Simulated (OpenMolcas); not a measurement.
**N I: effect of the level shift or regulariser**

```json
{
 "Program": "OpenMolcas",
 "Basis": "ANO-RCC-VTZP [4s3p2d1f]",
 "Scalar Hamiltonian": "DKH2, point nucleus",
 "Active space": "5 electrons in 4 orbitals (2s 2p)",
 "State averaging": "2S+1 = 4 odd, 1 root; 2S+1 = 2 odd, 8 roots; 2S+1 = 4 even, 3 roots",
 "Spin-orbit coupling": "RASSI with atomic mean-field integrals over the reference wave functions, term energies averaged over their components"
}
```

Methods on the same reference wave functions:
A. CASSCF
B. SS-CASPT2, IPEA 0.25 Eh, imaginary shift 0.1 Eh (closed shells correlated: 1s)
C. SS-CASPT2, IPEA 0.25 Eh, real shift 0.2 Eh (closed shells correlated: 1s)

Energies in cm⁻¹ above 2s² 2p³ ⁴S°_3/2, the measured ground level; measured values from NIST Handbook of Basic Atomic Spectroscopic Data.

```csv
Level,A,B,C,Measured
2s² 2p³ ⁴S°_3/2,0.0,0.0,0.0,0.0
2s² 2p³ ²D°_3/2,23007,19720,19740,19233
2s² 2p³ ²D°_5/2,23008,19720,19740,19224
2s² 2p³ ²P°_3/2,30328,29190,29200,28839
2s² 2p³ ²P°_1/2,30330,29190,29210,28839
2s 2p⁴ ⁴P_5/2,90754,88490,88590,88107
2s 2p⁴ ⁴P_3/2,90815,88560,88650,88151
2s 2p⁴ ⁴P_1/2,90852,88590,88690,88171
```

Deviations, from unrounded energies. A percentage is the sum of absolute deviations over the sum of measured energies, with the sign that they share, or ± where signs differ.

```
                        Against measurement  Levels      A     B     C
             mean absolute deviation (cm-1)       7   2600   410   460
other terms of the ground configuration (%)       4  +11.0  +1.7  +1.8
                   other configurations (%)       3   +3.0  +0.5  +0.6
```

B lies closest to measurement on these levels and A furthest from it. The largest miss of B in the table is 2s² 2p³ ²D°_5/2, by +490 cm-1. The ranking rests on the paired levels alone, and a cruder setting can come out closer through cancelling errors.

Between B and C the level of the table that moves most is 2s 2p⁴ ⁴P_3/2, by 96 cm-1 (lowest in B, highest in C). Moves below CASPT2's spread within the term are not significant.

The mean deviations of B to C differ by less than CASPT2's widest spread within a term (88 cm-1), so their order carries little weight.

From A to B the spin-free energies of the other terms of 2s² 2p³ shown, above ⁴S°, scale by factors of 0.86 to 0.96.

The lowest spin-free term lies below A's lowest term by 0.112 hartree in B, 0.112 hartree in C.

CASPT2 does not keep the components of a term degenerate, so their means are used; among the terms shown or strongly mixed into the levels shown the widest spread is 88 cm-1 (2s² 2p³ ²D°, B). Without dynamic correlation excited terms often stand tens of per cent too high (terms of higher spin than the ground term too low), and those without a measured partner can miss by more than the paired ones (holds for A). Measured partners are found by configuration, term and J. A level has none where our copy of the source lacks it or the pairing is in doubt (some pairs that miss far off the trend of their configuration count as doubtful), and it then counts in no deviation. Levels of configurations outside the active space are missing.

° marks odd parity.
